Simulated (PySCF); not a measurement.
# Computed records: H$_{4}$NOSi$_{2}$, AlH$_{5}$NOSi, H$_{3}$OSi, BH$_{5}$OSi$_{2}$ and others

Computed with PySCF 2.14.0. Calculation on a computer-drawn molecule: the log of a Hartree-Fock and frozen-core CCSD(T) single point meant for a local Hartree-Fock minimum, with one planted fault or none, to be diagnosed. Offsets are logged minus clean, where the clean run is the same molecule without the fault. The reference is restricted for singlets and unrestricted otherwise, and also for a bond in bohr or an excited solution. Adding or removing an electron swaps singlet and doublet. The excited solution moves the top pair (singlet) or top alpha electron (doublet) to the lowest empty orbital. Highest occupied and lowest empty are orbital energies over both spins, largest force is the largest gradient component, triples share is (T) over the correlation energy, the T1 limit is 0.02 restricted and 0.045 unrestricted, electrons count all cores, a negative frequency is imaginary (commonest isotopes), and the dipole is about the centre of nuclear charge.

Common to all runs: logged SCF converged yes; possible faults no fault, one electron removed, one electron added, multiplicity raised by two, geometry at a saddle point, SCF held on an excited solution, minimal basis STO-3G, one bond length entered in bohr, all coordinates scaled.

```json
{"entry": 1, "formula": "H4NOSi2", "logged_structure": {"atoms_angstrom": [["O", -0.0738, 1.9411, 2.3556], ["Si", 1.2919, 2.2993, 1.6471], ["N", 2.0117, 1.4227, 0.5325], ["Si", 2.8179, 0.6295, -0.5846], ["H", -0.6254, 1.1814, 2.2139], ["H", 1.8206, 3.5517, 2.1476], ["H", 3.8212, -0.3713, -0.2315], ["H", 2.5777, 0.8638, -2.0059]]}, "given": {"meant_charge": 1, "meant_multiplicity": 1, "meant_basis": "cc-pV(D+d)Z", "logged_electrons": 47, "logged_basis_functions": 94, "logged_spin_squared": 0.7667, "logged_highest_occupied [eV]": -5.2136, "logged_lowest_empty [eV]": 2.2694, "logged_largest_force [hartree/bohr]": 0.081963, "logged_T1_diagnostic": 0.017505, "logged_D1_diagnostic": 0.05547, "logged_triples_share": 0.028466, "logged_CC_converged": "yes", "logged_dipole_magnitude [debye]": 4.5177, "logged_SCF_stable_within_its_kind": "yes", "logged_energy_HF [hartree]": -709.49515, "logged_energy_CCSD(T) [hartree]": -710.07156, "drawn_bonds_atom": [1, 2, 3, 1, 2, 4, 4], "drawn_bonds_other_atom": [2, 3, 4, 5, 6, 7, 8], "drawn_bonds_order": [1, 1, 2, 1, 1, 1, 1]}, "results": {"planted_fault": "one electron added", "HF_energy_offset_from_clean_run [kcal/mol]": -101.5, "CCSD(T)_energy_offset_from_clean_run [kcal/mol]": -111.6}}
{"entry": 2, "formula": "AlH5NOSi", "logged_structure": {"atoms_angstrom": [["O", 0.8165, 1.574, 0.5587], ["Si", 1.2877, 0.0789, 0.696], ["N", 0.1518, -1.0716, 0.861], ["Al", -1.7339, -1.0191, 0.9315], ["H", 1.3366, 2.3624, 0.4555], ["H", 2.7105, -0.2222, 0.6712], ["H", 0.5331, -2.0061, 0.9424], ["H", -2.3563, -2.4352, 1.1003], ["H", -2.3181, 0.4182, 0.8093]]}, "given": {"meant_charge": 1, "meant_multiplicity": 1, "meant_basis": "cc-pV(D+d)Z", "logged_electrons": 46, "logged_basis_functions": 33, "logged_spin_squared": 0.0, "logged_highest_occupied [eV]": -14.074, "logged_lowest_empty [eV]": 0.5663, "logged_largest_force [hartree/bohr]": 0.043849, "logged_T1_diagnostic": 0.021462, "logged_D1_diagnostic": 0.094309, "logged_triples_share": 0.038042, "logged_CC_converged": "yes", "logged_dipole_magnitude [debye]": 3.5592, "logged_SCF_stable_within_its_kind": "yes", "logged_energy_HF [hartree]": -655.01122, "logged_energy_CCSD(T) [hartree]": -655.22286, "drawn_bonds_atom": [1, 2, 3, 1, 2, 3, 4, 4], "drawn_bonds_other_atom": [2, 3, 4, 5, 6, 7, 8, 9], "drawn_bonds_order": [1, 1, 1, 1, 1, 1, 1, 1]}, "results": {"planted_fault": "minimal basis STO-3G", "HF_energy_offset_from_clean_run [kcal/mol]": 4974, "CCSD(T)_energy_offset_from_clean_run [kcal/mol]": 5185}, "notes": ["T1 above single-reference limit"]}
{"entry": 3, "formula": "AlH5NOSi", "logged_structure": {"atoms_angstrom": [["O", 0.8165, 1.574, 0.5587], ["Si", 1.2877, 0.0789, 0.696], ["N", 0.1518, -1.0716, 0.861], ["Al", -1.7339, -1.0191, 0.9315], ["H", 1.3366, 2.3624, 0.4555], ["H", 2.7105, -0.2222, 0.6712], ["H", 0.5331, -2.0061, 0.9424], ["H", -2.3563, -2.4352, 1.1003], ["H", -2.3181, 0.4182, 0.8093]]}, "given": {"meant_charge": 1, "meant_multiplicity": 1, "meant_basis": "cc-pV(D+d)Z", "logged_electrons": 47, "logged_basis_functions": 99, "logged_spin_squared": 0.7692, "logged_highest_occupied [eV]": -4.434, "logged_lowest_empty [eV]": 1.6508, "logged_largest_force [hartree/bohr]": 0.078135, "logged_T1_diagnostic": 0.034281, "logged_D1_diagnostic": 0.21378, "logged_triples_share": 0.02546, "logged_CC_converged": "yes", "logged_dipole_magnitude [debye]": 0.26667, "logged_SCF_stable_within_its_kind": "yes", "logged_energy_HF [hartree]": -663.07545, "logged_energy_CCSD(T) [hartree]": -663.64019, "drawn_bonds_atom": [1, 2, 3, 1, 2, 3, 4, 4], "drawn_bonds_other_atom": [2, 3, 4, 5, 6, 7, 8, 9], "drawn_bonds_order": [1, 1, 1, 1, 1, 1, 1, 1]}, "results": {"planted_fault": "one electron added", "HF_energy_offset_from_clean_run [kcal/mol]": -86.1, "CCSD(T)_energy_offset_from_clean_run [kcal/mol]": -96.63}}
{"entry": 4, "formula": "H3OSi", "logged_structure": {"atoms_angstrom": [["O", -1.2943, -2.1033, 1.6333], ["Si", -0.7165, -0.5653, 0.7603], ["H", -1.2755, -2.9065, 1.0467], ["H", -1.5914, -0.6865, -0.625], ["H", 0.6581, -1.1388, 0.0669]]}, "given": {"meant_charge": -1, "meant_multiplicity": 1, "meant_basis": "aug-cc-pV(D+d)Z", "logged_electrons": 26, "logged_basis_functions": 82, "logged_spin_squared": 0.0, "logged_highest_occupied [eV]": -2.1891, "logged_lowest_empty [eV]": 4.1899, "logged_largest_force [hartree/bohr]": 0.044343, "logged_T1_diagnostic": 0.016391, "logged_D1_diagnostic": 0.036784, "logged_triples_share": 0.031069, "logged_CC_converged": "yes", "logged_dipole_magnitude [debye]": 2.7346, "logged_SCF_stable_within_its_kind": "yes", "logged_energy_HF [hartree]": -365.54609, "logged_energy_CCSD(T) [hartree]": -365.91808, "drawn_bonds_atom": [1, 1, 2, 2], "drawn_bonds_other_atom": [2, 3, 4, 5], "drawn_bonds_order": [1, 1, 1, 1]}, "results": {"planted_fault": "all coordinates scaled, by +5.7 %", "HF_energy_offset_from_clean_run [kcal/mol]": 5.977, "CCSD(T)_energy_offset_from_clean_run [kcal/mol]": 1.871}}
{"entry": 5, "formula": "BH5OSi2", "logged_structure": {"atoms_angstrom": [["O", 1.2936, -0.8712, 1.2115], ["Si", -0.4118, -0.8275, 1.3765], ["B", -0.3907, 1.149, 0.9627], ["Si", 1.6275, 1.2851, 0.7924], ["H", 1.8756, -1.5956, 1.3893], ["H", -1.009, -1.7579, 0.3913], ["H", -0.7687, -1.3063, 2.733], ["H", -1.2755, 1.9442, 0.8561], ["H", 1.5377, 0.9995, -0.6965]]}, "given": {"meant_charge": 0, "meant_multiplicity": 1, "meant_basis": "cc-pV(D+d)Z", "logged_electrons": 46, "logged_basis_functions": 99, "logged_spin_squared": 2.0615, "logged_highest_occupied [eV]": -6.6067, "logged_lowest_empty [eV]": 0.03219, "logged_largest_force [hartree/bohr]": 0.035405, "logged_T1_diagnostic": 0.020917, "logged_D1_diagnostic": 0.069782, "logged_triples_share": 0.028428, "logged_CC_converged": "yes", "logged_dipole_magnitude [debye]": 3.6613, "logged_SCF_stable_within_its_kind": "yes", "logged_energy_HF [hartree]": -680.23408, "logged_energy_CCSD(T) [hartree]": -680.74475, "drawn_bonds_atom": [1, 2, 3, 1, 2, 2, 3, 4], "drawn_bonds_other_atom": [2, 3, 4, 5, 6, 7, 8, 9], "drawn_bonds_order": [1, 1, 1, 1, 1, 1, 1, 1]}, "results": {"planted_fault": "multiplicity raised by two", "HF_energy_offset_from_clean_run [kcal/mol]": 33.18, "CCSD(T)_energy_offset_from_clean_run [kcal/mol]": 41.91}}
{"entry": 6, "formula": "H4O2Si", "logged_structure": {"atoms_angstrom": [["O", -0.0743, -0.0591, 0.0104], ["Si", 1.0207, 0.4157, -1.1221], ["O", 1.0747, 2.0504, -1.1303], ["H", -0.0042, -0.9199, 0.3934], ["H", 0.627, 0.0159, -2.4809], ["H", 2.3321, -0.1795, -0.7806], ["H", 1.1451, 2.5101, -0.3071]]}, "given": {"meant_charge": 0, "meant_multiplicity": 1, "meant_basis": "cc-pV(D+d)Z", "logged_electrons": 34, "logged_basis_functions": 23, "logged_spin_squared": 0.0, "logged_highest_occupied [eV]": -9.0678, "logged_lowest_empty [eV]": 13.207, "logged_largest_force [hartree/bohr]": 0.051902, "logged_T1_diagnostic": 0.0097829, "logged_D1_diagnostic": 0.027892, "logged_triples_share": 0.019284, "logged_CC_converged": "yes", "logged_dipole_magnitude [debye]": 1.8746, "logged_SCF_stable_within_its_kind": "yes", "logged_energy_HF [hartree]": -435.62135, "logged_energy_CCSD(T) [hartree]": -435.75553, "drawn_bonds_atom": [1, 2, 1, 2, 2, 3], "drawn_bonds_other_atom": [2, 3, 4, 5, 6, 7], "drawn_bonds_order": [1, 1, 1, 1, 1, 1]}, "results": {"planted_fault": "minimal basis STO-3G", "HF_energy_offset_from_clean_run [kcal/mol]": 3430, "CCSD(T)_energy_offset_from_clean_run [kcal/mol]": 3667}}
{"entry": 7, "formula": "H4O2Si", "logged_structure": {"atoms_angstrom": [["O", -0.0743, -0.0591, 0.0104], ["Si", 1.0207, 0.4157, -1.1221], ["O", 1.0747, 2.0504, -1.1303], ["H", -0.0042, -0.9199, 0.3934], ["H", 0.627, 0.0159, -2.4809], ["H", 2.3321, -0.1795, -0.7806], ["H", 1.1451, 2.5101, -0.3071]]}, "given": {"meant_charge": 0, "meant_multiplicity": 1, "meant_basis": "cc-pV(D+d)Z", "logged_electrons": 34, "logged_basis_functions": 71, "logged_spin_squared": 0.0, "logged_highest_occupied [eV]": -2.4177, "logged_lowest_empty [eV]": -6.245, "logged_largest_force [hartree/bohr]": 0.10088, "logged_CC_converged": "no", "logged_dipole_magnitude [debye]": 1.2648, "logged_SCF_stable_within_its_kind": "no", "logged_energy_HF [hartree]": -440.31003, "drawn_bonds_atom": [1, 2, 1, 2, 2, 3], "drawn_bonds_other_atom": [2, 3, 4, 5, 6, 7], "drawn_bonds_order": [1, 1, 1, 1, 1, 1]}, "results": {"planted_fault": "SCF held on an excited solution", "HF_energy_offset_from_clean_run [kcal/mol]": 487.7}, "notes": ["CCSD not converged"]}
{"entry": 8, "formula": "BClH3OSi", "logged_structure": {"atoms_angstrom": [["O", -1.2966, -2.2465, 1.3898], ["Si", -1.3032, -1.349, 0.0442], ["B", -2.134, -2.7925, -1.2255], ["Cl", -2.7789, -3.9352, -2.1768], ["H", -0.9892, -1.9725, 2.2449], ["H", 0.0009, -1.0483, -0.5507], ["H", -2.2549, -0.2365, 0.002]]}, "given": {"meant_charge": 1, "meant_multiplicity": 1, "meant_basis": "cc-pV(D+d)Z", "logged_electrons": 46, "logged_basis_functions": 31, "logged_spin_squared": 0.0, "logged_highest_occupied [eV]": -14.995, "logged_lowest_empty [eV]": -2.1861, "logged_largest_force [hartree/bohr]": 0.041447, "logged_T1_diagnostic": 0.01802, "logged_D1_diagnostic": 0.052073, "logged_triples_share": 0.040665, "logged_CC_converged": "yes", "logged_dipole_magnitude [debye]": 2.1117, "logged_SCF_stable_within_its_kind": "yes", "logged_energy_HF [hartree]": -839.91526, "logged_energy_CCSD(T) [hartree]": -840.07543, "drawn_bonds_atom": [1, 2, 3, 1, 2, 2], "drawn_bonds_other_atom": [2, 3, 4, 5, 6, 7], "drawn_bonds_order": [1, 1, 1, 1, 1, 1]}, "results": {"planted_fault": "minimal basis STO-3G", "HF_energy_offset_from_clean_run [kcal/mol]": 6025, "CCSD(T)_energy_offset_from_clean_run [kcal/mol]": 6260}}
{"entry": 9, "formula": "AlBH5OSi", "logged_structure": {"atoms_angstrom": [["O", -1.2904, 0.3499, 1.617], ["Si", -0.6933, 0.5247, 0.081], ["B", 1.3068, 0.6739, 0.0876], ["Al", 3.381, 0.8315, 0.0753], ["H", -2.2261, 0.27, 1.7293], ["H", -1.0838, -0.6425, -0.7502], ["H", -1.2617, 1.7439, -0.5482], ["H", 4.0569, 2.2585, 0.1794], ["H", 4.2639, -0.4758, -0.0483]]}, "given": {"meant_charge": 0, "meant_multiplicity": 2, "meant_basis": "cc-pV(D+d)Z", "logged_electrons": 45, "logged_basis_functions": 99, "logged_spin_squared": 0.7586, "logged_highest_occupied [eV]": -8.4723, "logged_lowest_empty [eV]": 0.64395, "logged_largest_force [hartree/bohr]": 4.3811e-05, "logged_lowest_frequency [cm^-1]": 68.932, "logged_T1_diagnostic": 0.014932, "logged_D1_diagnostic": 0.044443, "logged_triples_share": 0.02295, "logged_CC_converged": "yes", "logged_dipole_magnitude [debye]": 1.6091, "logged_SCF_stable_within_its_kind": "yes", "logged_energy_HF [hartree]": -633.27208, "logged_energy_CCSD(T) [hartree]": -633.74236, "drawn_bonds_atom": [1, 2, 3, 1, 2, 2, 4, 4], "drawn_bonds_other_atom": [2, 3, 4, 5, 6, 7, 8, 9], "drawn_bonds_order": [1, 1, 1, 1, 1, 1, 1, 1]}, "results": {"planted_fault": "no fault", "HF_energy_offset_from_clean_run [kcal/mol]": 0.0, "CCSD(T)_energy_offset_from_clean_run [kcal/mol]": 0.0}}
{"entry": 10, "formula": "AlH5NOSi", "logged_structure": {"atoms_angstrom": [["O", 0.8478, 2.8128, 2.3998], ["Si", 0.5453, 1.7351, 1.1866], ["N", 1.8636, 1.5452, 0.0946], ["Al", 2.8436, 0.1126, -0.3641], ["H", 1.592, 2.6617, 2.9626], ["H", -0.6515, 2.2864, 0.5267], ["H", 0.2695, 0.3885, 1.7356], ["H", 2.0905, 2.392, -0.4076], ["H", 3.942, 0.3564, -1.4919]]}, "given": {"meant_charge": 0, "meant_multiplicity": 2, "meant_basis": "cc-pV(D+d)Z", "logged_electrons": 46, "logged_basis_functions": 99, "logged_spin_squared": 0.0, "logged_highest_occupied [eV]": -16.019, "logged_lowest_empty [eV]": -7.0495, "logged_largest_force [hartree/bohr]": 0.065401, "logged_T1_diagnostic": 0.017058, "logged_D1_diagnostic": 0.050801, "logged_triples_share": 0.025081, "logged_CC_converged": "yes", "logged_dipole_magnitude [debye]": 10.881, "logged_SCF_stable_within_its_kind": "yes", "logged_energy_HF [hartree]": -662.87909, "logged_energy_CCSD(T) [hartree]": -663.43445, "drawn_bonds_atom": [1, 2, 3, 1, 2, 2, 3, 4], "drawn_bonds_other_atom": [2, 3, 4, 5, 6, 7, 8, 9], "drawn_bonds_order": [1, 1, 1, 1, 1, 1, 1, 1]}, "results": {"planted_fault": "one electron removed", "HF_energy_offset_from_clean_run [kcal/mol]": 177.8, "CCSD(T)_energy_offset_from_clean_run [kcal/mol]": 177.8}}
```
